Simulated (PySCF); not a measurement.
C₆ coefficients of unlike pairs at PBE

Calculated with PySCF 2.14 from the dipole response of each species, C₆(A,B) = (3/π) ∫ α_A(iu) α_B(iu) du, in atomic units, from isotropic polarisabilities. For ions this is the dispersion term alone; charge-induced terms of lower order in 1/R come first.

```
species           configuration                                                                      basis      relativity  α (bohr³)  C₆ (like pair)
      I  [Kr] 4d10 5s2 5p5 (2P)                                  aug-cc-pVQZ-PP with ECP28MDF (7s7p5d3f2g)  core potential      34.61           376.1
     Cu      [Ar] 3d10 4s1 (2S)                                aug-cc-pwCVTZ-PP with ECP10MDF (8s8p7d4f3g)  core potential      40.88           243.5
    Ge⁺  [Ar] 3d10 4s2 4p1 (2P)  x2c-TZVPPall with one added diffuse shell each of s, p, d type (7s6p5d1f)   spin-free X2C      19.06           108.3
     Al       [Ne] 3s2 3p1 (2P)                                                aug-cc-pwCVQZ (10s9p7d5f3g)            none      65.58           582.2
```

Question: Estimate C₆ for Al with I.

Answer: The integral gives 434.9. The combination rule 2 C_A C_B / (C_A α_B/α_A + C_B α_A/α_B) gives 429.4 and the geometric mean 467.9.

No spin-orbit coupling is included.

The other pairs:

```tsv
pair	C₆
Al, Ge⁺	236.0
Ge⁺, I	201.6
Al, Cu	374.3
Cu, I	287.7
Ge⁺, Cu	155.4
```
